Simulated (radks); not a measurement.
Dipole-allowed excitations along the series with 12 electrons in [Ne] 3s2. All-electron calculation, scalar-relativistic Kohn-Sham, PBE, spin-unpolarised, spherical densities, finite nucleus; Fermi nuclear charge, rms radius of each element as measured or else 0.836 A^(1/3) + 0.57 fm. Program: a radial shooting solver on a logarithmic mesh with Libxc functionals. Time-dependent linear response with the Hartree and adiabatic LDA kernel, continuum included through the Sternheimer equations, no spin-orbit coupling, so fine structure and intercombination lines are absent. Lines are the poles of the dipole polarisability below minus the highest occupied eigenvalue, found on a grid refined at the orbital gaps; the lowest seven at most are given, and weak or close lines can be missed. The first line takes the name of the lowest orbital gap if no other gap lies below it; otherwise a line is named after a gap within 0.6 % of it, if that gap stands alone.

Mg: -e(HOMO) (eV) 4.705; lowest orbital gap (eV) 3s-3p 3.376; first line (eV) 4.166 (3s-3p); f 1.45; static alpha (bohr^3) 72.31; measured (eV) 3s-3p 4.346
Al+: -e(HOMO) (eV) 14.811; lowest orbital gap (eV) 3s-3p 5.757; first line (eV) 7.485 (3s-3p); f 1.75; static alpha (bohr^3) 23.57; measured (eV) 3s-3p 7.421
Si2+: -e(HOMO) (eV) 28.536; lowest orbital gap (eV) 3s-3p 8.032; first line (eV) 10.452 (3s-3p); f 1.62; static alpha (bohr^3) 11.28
P3+: -e(HOMO) (eV) 45.613; lowest orbital gap (eV) 3s-3p 10.263; first line (eV) 13.292 (3s-3p); f 1.48; static alpha (bohr^3) 6.432
S4+: -e(HOMO) (eV) 65.926; lowest orbital gap (eV) 3s-3p 12.475; first line (eV) 16.074 (3s-3p); f 1.36; static alpha (bohr^3) 4.064
Cl5+: -e(HOMO) (eV) 89.419; lowest orbital gap (eV) 3s-3p 14.683; first line (eV) 18.827 (3s-3p); f 1.26; static alpha (bohr^3) 2.748

Measured values: term averages from the NIST Handbook of Basic Atomic Spectroscopic Data.
